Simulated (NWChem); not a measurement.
System meant: C₂H₄AgN; SMILES C[N+]#[C-]->[AgH]

Input file for NWChem:

```
start job
memory heap 200 mb stack 900 mb global 1100 mb
geometry units angstroms noautoz
  Ag    -0.794040    -0.062093    -0.904767
  H     -1.783421    -0.471010    -2.150311
  C      2.048495     1.106614     2.591001
  N      1.181496     0.751555     1.540132
  C      0.468531     0.458388     0.668547
  H      1.938296     2.176119     2.819160
  H      3.088523     0.905671     2.297685
  H      1.806645     0.519400     3.488150
end
basis spherical
  Ag library def2-svp
  H library def2-svp
  C library def2-svp
  N library def2-svp
end
dft
  xc b3lyp
  iterations 150
  mulliken
end
task dft energy
```

End of the output:

```
             Northwest Computational Chemistry Package (NWChem) 7.3.0
             --------------------------------------------------------

 C1  symmetry detected

                             Geometry "geometry" -> ""
                             -------------------------

 Output coordinates in angstroms (scale by  1.889725989 to convert to a.u.)

  No.       Tag          Charge          X              Y              Z
 ---- ---------------- ---------- -------------- -------------- --------------
    1 Ag                  47.0000     0.00031479     1.09419527    -0.00001377
    2 H                    1.0000     0.01667067     2.73651044    -0.00106901
    3 C                    6.0000     0.00630752    -3.56050547    -0.00046681
    4 N                    7.0000    -0.00529820    -2.15269013     0.00057001
    5 C                    6.0000    -0.01025049    -0.98911724     0.00051178
    6 H                    1.0000     0.04258577    -3.93314708     1.03290796
    7 H                    1.0000     0.88863152    -3.92370242    -0.54605178
    8 H                    1.0000    -0.90193807    -3.94027166    -0.48939996

 Effective nuclear repulsion energy (a.u.)     249.6409388851

                                 NWChem DFT Module
                                 -----------------

 Summary of "ao basis" -> "ao basis" (spherical)
 ------------------------------------------------------------------------------
       Tag                 Description            Shells   Functions and Types
 ---------------- ------------------------------  ------  ---------------------
 Ag                         def2-svp                11       31   5s3p2d1f
 H                          def2-svp                 3        5   2s1p
 C                          def2-svp                 6       14   3s2p1d
 N                          def2-svp                 6       14   3s2p1d

            General Information
            -------------------
          SCF calculation type: DFT
          Wavefunction type:  closed shell.
          No. of atoms     :     8
          No. of electrons :    70
           Alpha electrons :    35
            Beta electrons :    35
          Charge           :     0
          Spin multiplicity:     1
          Use of symmetry is: off; symmetry adaption is: off
          Maximum number of iterations: 150
          AO basis - number of functions:    93
                     number of shells:    41
          Convergence on energy requested:  1.00D-06
          Convergence on density requested:  1.00D-05
          Convergence on gradient requested:  5.00D-04

              XC Information
              --------------
                         B3LYP Method XC Potential
                     Hartree-Fock (Exact) Exchange  0.200
                        Slater Exchange Functional  0.800 local
                    Becke 1988 Exchange Functional  0.720 non-local
              Lee-Yang-Parr Correlation Functional  0.810
                  VWN I RPA Correlation Functional  0.190 local

             Grid Information
             ----------------
          Grid used for XC integration:  medium
          Radial quadrature: Mura-Knowles
          Angular quadrature: Lebedev.
          Tag              B.-S. Rad. Rad. Pts. Rad. Cut. Ang. Pts.
          ---              ---------- --------- --------- ---------
          Ag                  1.60      123          12.0       590
          H                   0.35       45          15.0       434
          C                   0.70       49          14.0       434
          N                   0.65       49          12.0       434
          Grid pruning is: on
          Number of quadrature shells:   450
          Spatial weights used:  Erf1

      Superposition of Atomic Density Guess
      -------------------------------------

 Sum of atomic energies:       -1251.44634879

      Non-variational initial energy
      ------------------------------

 Total energy =   -1255.789112
 1-e energy   =   -2214.407451
 2-e energy   =     708.977400
 HOMO         =      -0.897304
 LUMO         =      -0.897193

     ---------------------------------------------
      Total Density - Mulliken Population Analysis
     ---------------------------------------------

    Atom       Charge   Shell Charges
 -----------   ------   -------------------------------------------------------
    1 Ag  47    55.83   2.00  2.00  2.01  2.87 -0.56  6.02  7.30 -0.22 10.01 10.38 14.00
    2 H    1     1.89   1.87 -0.01  0.03
    3 C    6     3.13   1.99  0.86  0.14  0.07  0.06  0.00
    4 N    7     3.77   1.99  0.90  0.22  0.54  0.10  0.02
    5 C    6     4.86   1.99  1.21  0.34  2.03 -0.69 -0.03
    6 H    1     0.17   0.12  0.04  0.01
    7 H    1     0.17   0.12  0.05  0.01
    8 H    1     0.17   0.11  0.05  0.01

[...]
```

Task: Find the fault in this run and fix the input.

Result: The run ends normally but its numbers are meaningless: the def2 basis of a heavy element holds valence functions alone and wants its effective core potential (without it all electrons must fit into that basis). This input runs:
```
start job
memory heap 200 mb stack 900 mb global 1100 mb
geometry units angstroms noautoz
  Ag    -0.794040    -0.062093    -0.904767
  H     -1.783421    -0.471010    -2.150311
  C      2.048495     1.106614     2.591001
  N      1.181496     0.751555     1.540132
  C      0.468531     0.458388     0.668547
  H      1.938296     2.176119     2.819160
  H      3.088523     0.905671     2.297685
  H      1.806645     0.519400     3.488150
end
basis spherical
  * library def2-svp
end
ecp
  Ag library def2-ecp
end
dft
  xc b3lyp
  iterations 150
  mulliken
end
task dft energy
```
It converges to -280.24211 Ha (B3LYP/def2-SVP with def2 effective core potentials on Ag). The faulty run gave -1352.352 Ha, with all electrons squeezed into the valence basis.
